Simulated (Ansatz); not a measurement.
Relaxation of Cl2GaH4NO (9 atoms, charge 0, multiplicity 1), to a largest force component of 0.03 eV/Å in at most 50 steps.

Method: Ansatz, RHF/def2-SVP.

```xyz
9
Properties=species:S:1:pos:R:3:forces:R:3
Ga 0.072 -0.271 0.145 -0.14 0.50 1.41
N -0.016 -0.109 2.023 0.10 -0.17 -1.26
H -0.739 -0.618 2.498 -0.02 -0.02 0.01
H 0.843 -0.176 2.538 0.00 -0.01 0.00
Cl 1.941 -0.105 -0.881 -0.01 0.00 -0.01
Cl -1.715 -0.804 -0.912 0.00 0.00 -0.02
O -0.694 2.536 0.775 0.10 -0.94 0.87
H -1.621 2.694 0.662 0.09 0.01 0.02
H -0.609 2.034 1.605 -0.11 0.63 -1.02
```

Where does it end, and by what steps?

The run converged. After 9 steps the energy has fallen by 0.541 eV; H8 moved furthest, 0.66 Å. Joined: Ga1–O7 (2.98 → 2.10 Å).

```json
{"step": "0", "energy less start (eV)": "0.0000", "largest force component (eV/Å)": "1.408", "accepted": "yes"}
{"step": "1", "energy less start (eV)": "-0.1242", "largest force component (eV/Å)": "1.344", "accepted": "yes"}
{"step": "2", "energy less start (eV)": "-0.3264", "largest force component (eV/Å)": "1.559", "accepted": "yes"}
{"step": "3", "energy less start (eV)": "-0.4416", "largest force component (eV/Å)": "1.167", "accepted": "yes"}
{"step": "4", "energy less start (eV)": "-0.4904", "largest force component (eV/Å)": "1.206", "accepted": "yes"}
{"step": "5", "energy less start (eV)": "-0.5223", "largest force component (eV/Å)": "0.663", "accepted": "yes"}
{"step": "6", "energy less start (eV)": "-0.5361", "largest force component (eV/Å)": "0.187", "accepted": "yes"}
{"step": "7", "energy less start (eV)": "-0.5400", "largest force component (eV/Å)": "0.104", "accepted": "yes"}
{"step": "8", "energy less start (eV)": "-0.5412", "largest force component (eV/Å)": "0.053", "accepted": "yes"}
{"step": "9", "energy less start (eV)": "-0.5414", "largest force component (eV/Å)": "0.027", "accepted": "yes"}
```

```xyz
9
Properties=species:S:1:pos:R:3
Ga -0.054 0.108 0.372
N 0.035 -0.252 2.171
H -0.642 -0.880 2.563
H 0.931 -0.441 2.579
Cl 1.766 0.279 -0.792
Cl -1.848 -0.504 -0.710
O -0.615 2.122 0.617
H -1.342 2.466 0.113
H -0.766 2.285 1.542
```

Whether the end is a true minimum wasn't checked by a vibrational analysis.

Run time: 23 s on 2 threads of Arm Neoverse V1, with other jobs on the host, peak memory 0.27 GiB.
